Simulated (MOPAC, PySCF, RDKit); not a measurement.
Relaxed torsion scan: SMILES s1c(SC)ccc1 (C₅H₆S₂). Scanned: dihedral C1–S2–C3–S7; all other coordinates were relaxed at GFN2-xTB. Points at φ and −φ are mirror images. Heavy atoms are numbered in the order of the SMILES CSc1cccs1, hydrogens after them in the order of the atoms that carry them; the mirror image has the same energies with the sign of each dihedral reversed.

Levels: PM6, restricted, heats of formation // GFN2-xTB (MOPAC); RKS-B3LYP/6-31G* = PySCF 2.14.0 with restricted B3LYP/6-31G*, spherical d, density fitting // GFN2-xTB; MMFF94 // GFN2-xTB (RDKit).

Energies in kJ/mol, each method relative to its own lowest point.

```
φ / °  PM6  RKS-B3LYP/6-31G*  MMFF94
-----  ---  ----------------  ------
-150   0.4               7.3     2.0
-120   0.8               3.7     0.2
-90    1.1               0.0     0.0
-60    1.7               1.8     0.7
-30    2.4               6.4     3.0
0      2.6               8.5     5.2
30     2.4               6.4     3.0
60     1.7               1.8     0.7
90     1.1               0.0     0.0
120    0.8               3.7     0.2
150    0.4               7.3     2.0
180    0.0               7.5     2.8
```
